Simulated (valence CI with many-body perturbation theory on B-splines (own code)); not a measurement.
**Level structure of Pd5+**

Calculated by valence CI with perturbative core correlation (CI+MBPT): five valence electrons over a frozen Dirac-Fock core [Kr], radial functions for each j: 7 s, 7 p, 8 d, 6 f, 4 g, 1 h, with the one-electron correlation potential Σ1 (screened to all orders), the two-electron term Σ2, the three-electron term Σ3, Breit, model QED; selected single and double excitations, second order for the rest, scaled by the run's own slope (own B-spline code, finite nucleus).

No measured spectrum was set against this ion. As an estimate, terms of the open shell hold to 2 to 4 % of their energy, and close levels can change places; different configurations can be misplaced against each other by 1,000 to 8,000 cm⁻¹. Among the levels kept, up to 820 cm⁻¹ of a level comes from second order outside the variational space, and about a tenth of that is noise between levels of different J, which matters for small intervals. Only levels of the ground parity were solved; by the run's estimate the other parity begins above the list, which can be wrong where configurations are misplaced.

Levels 1 to 31 of 31, with energies above the lowest level, 4d⁵ ⁶S_5/2. "Leading %" is the weight of the configuration and term that name the level; weights of strongly mixed levels are sums over their largest components and can fall short, so below about 35 % the name and the second component can differ from the true leading terms, or belong to a minority configuration.

```tsv
No.	Configuration	Term	J	E (cm⁻¹)	Leading %	g	Second component
1	4d⁵	⁶S	5/2	0.0	97	1.994	
2	4d⁵	⁴G	5/2	27228	89	0.617	6 % 4d⁵ ²F
3	4d⁵	⁴G	7/2	27831	95	0.994	
4	4d⁵	⁴G	11/2	28038	96	1.268	
5	4d⁵	⁴G	9/2	28180	97	1.172	
6	4d⁵	⁴P	5/2	30414	49	1.447	39 % 4d⁵ ⁴D
7	4d⁵	⁴P	3/2	31267	53	1.476	44 % 4d⁵ ⁴D
8	4d⁵	⁴P	1/2	32541	65	1.775	33 % 4d⁵ ⁴D
9	4d⁵	⁴D	7/2	34023	93	1.412	
10	4d⁵	⁴D	1/2	35744	66	0.883	32 % 4d⁵ ⁴P
11	4d⁵	⁴D	5/2	36394	54	1.435	35 % 4d⁵ ⁴P
12	4d⁵	⁴D	3/2	36659	53	1.423	44 % 4d⁵ ⁴P
13	4d⁵	²I	11/2	39816	90	0.939	8 % 4d⁵ ²H
14	4d⁵	²I	13/2	40895	99	1.077	
15	4d⁵	²D	5/2	43921	42	1.076	35 % 4d⁵ ²F
16	4d⁵	²D	3/2	44928	51	0.628	45 % 4d⁵ ⁴F
17	4d⁵	⁴F	7/2	45633	50	1.156	34 % 4d⁵ ²F
18	4d⁵	⁴F	9/2	45736	60	1.236	31 % 4d⁵ ²G
19	4d⁵	⁴F	5/2	47227	77	1.014	17 % 4d⁵ ²F
20	4d⁵	²F	7/2	48977	53	1.165	32 % 4d⁵ ⁴F
21	4d⁵	²H	9/2	49417	55	1.061	27 % 4d⁵ ⁴F
22	4d⁵	⁴F	3/2	49463	51	0.604	46 % 4d⁵ ²D
23	4d⁵	²G	7/2	51339	76	0.947	21 % 4d⁵ ²F
24	4d⁵	²H	11/2	52409	88	1.080	9 % 4d⁵ ²I
25	4d⁵	²F	5/2	52748	63	0.982	32 % 4d⁵ ²D
26	4d⁵	²G	9/2	53848	51	1.056	38 % 4d⁵ ²H
27	4d⁵	²F	5/2	55053	71	0.935	17 % 4d⁵ ²D
28	4d⁵	²F	7/2	55102	84	1.146	12 % 4d⁵ ⁴F
29	4d⁵	²S	1/2	59477	96	1.994	
30	4d⁵	²D	3/2	66718	97	0.802	
31	4d⁵	²D	5/2	67633	92	1.185	5 % 4d⁵ ²F
```

Names give the largest LS component (configuration and term), which can be under half, so a name can repeat, a term be missing and a line seem to break the LS rules; names also repeat where a configuration has a term twice.

The ionisation energy to 4d⁴ ⁵D0 of the next ion comes out as 83.902 eV (NIST: 84.1 ± 2 eV (theoretical)). All 31 levels together are meant to be complete up to 69961 cm⁻¹.
